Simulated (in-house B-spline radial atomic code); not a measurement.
Radial electron density of the nickel ion Ni²⁺, [Ar] 3d7 4d1. Method: scalar-relativistic (X2C) PBE0, spin-polarised, spherical fractional occupations, exact exchange averaged over the configuration, Fermi nucleus of rms radius 3.7757 fm. Calculated with a radial B-spline atomic code at the basis-set limit.

One-electron X2C: radii and densities carry no picture-change correction, so inner-shell <1/r> comes out high (for 1s by about 2 % at Z = 33, 5 % at 54, 10 % at 75, 30 % at 118) and <r> low.

Columns: r (bohr), 4πr²n(r) (electrons per bohr), bar.

```
 0.00204   0.9379 #
 0.00251    1.347 ##
  0.0031    1.935 ##
 0.00383    2.763 ###
 0.00472    3.896 ####
 0.00582    5.439 ######
 0.00718    7.498 #########
 0.00885    10.16 ############
  0.0109    13.46 ###############
  0.0135    17.52 ####################
  0.0166    21.91 #########################
  0.0205    26.48 ##############################
  0.0253    30.52 ###################################
  0.0312    33.26 ######################################
  0.0384    34.03 #######################################
  0.0474    32.63 #####################################
  0.0585    29.77 ##################################
  0.0721    27.22 ###############################
   0.089    27.03 ###############################
    0.11    30.26 ###################################
   0.135    35.22 ########################################
   0.167    38.43 ############################################
   0.206    36.06 #########################################
   0.254    28.32 ################################
   0.313    19.84 #######################
   0.386    15.95 ##################
   0.476    17.54 ####################
   0.588    20.17 #######################
   0.725    19.18 ######################
   0.894    14.29 ################
     1.1    8.441 ##########
    1.36    3.963 #####
    1.68    1.571 ##
    2.07   0.6123 #
    2.55   0.3453 
    3.15   0.3264 
    3.88   0.3037 
    4.79   0.1984 
    5.91   0.0845 
    7.28  0.02217 
    8.98 0.003092 
    11.1 0.0001928 
    13.7 4.886e-06
```

On this grid the curve has 3 maxima, near 0.0384, 0.167, 0.588 bohr.

The 3d up radial function P(r) = rR(r), positive near the nucleus:

```json
{"r (bohr)": "0.0205", "P": "0.001741"}
{"r (bohr)": "0.0312", "P": "0.005507"}
{"r (bohr)": "0.0474", "P": "0.01662"}
{"r (bohr)": "0.0721", "P": "0.04726"}
{"r (bohr)": "0.11", "P": "0.1237"}
{"r (bohr)": "0.167", "P": "0.2827"}
{"r (bohr)": "0.254", "P": "0.5494"}
{"r (bohr)": "0.386", "P": "0.862"}
{"r (bohr)": "0.588", "P": "1.042"}
{"r (bohr)": "0.894", "P": "0.9253"}
{"r (bohr)": "1.36", "P": "0.5872"}
{"r (bohr)": "2.07", "P": "0.2434"}
{"r (bohr)": "3.15", "P": "0.05448"}
{"r (bohr)": "4.79", "P": "0.004848"}
```
